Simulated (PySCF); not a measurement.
These 2 structures share the formula C3H6BFSe. Theory: PBE0-D3(BJ)/def2-SVP geometry optimisation, gas phase in PySCF. One conformer each; no zero-point energy, no entropy. No frequencies were run at this level. Point groups hold within 0.08 Å.

Question: Order them by energy at this level, lowest first, and give relative energies in kcal/mol.
A. `[BH2:1][C@@H:2]1[CH2:3][Se:4][C@@H:5]1[F:6]` with H–B1–C2–C3 -27° and 158°, B1–C2–C3–Se4 -141°, C2–C3–Se4–C5 8°, C3–Se4–C5–F6 109°, B1–C2–C5–Se4 143°
B. `[F:1][BH:2][C@H:3]1[CH2:4][CH2:5][Se:6]1` with F1–B2–C3–C4 9°, B2–C3–C4–C5 67°, C3–C4–C5–Se6 18°, C4–C5–Se6–C3 -14°, B2–C3–Se6–C5 -104°

Answer: B (0.0), A (60.1).

As drawn, the lower has a B–F bond, which the higher lacks.

```
               SMILES       E (Eh)  E rel (kcal/mol)  dipole (D)  point group     A, B, C (MHz)
      FB[C@H]1CC[Se]1  -2643.19332               0.0        2.32           C1  3499, 2090, 1717
B[C@@H]1C[Se][C@@H]1F  -2643.09761              60.1        2.18           C1  4113, 1837, 1378
```
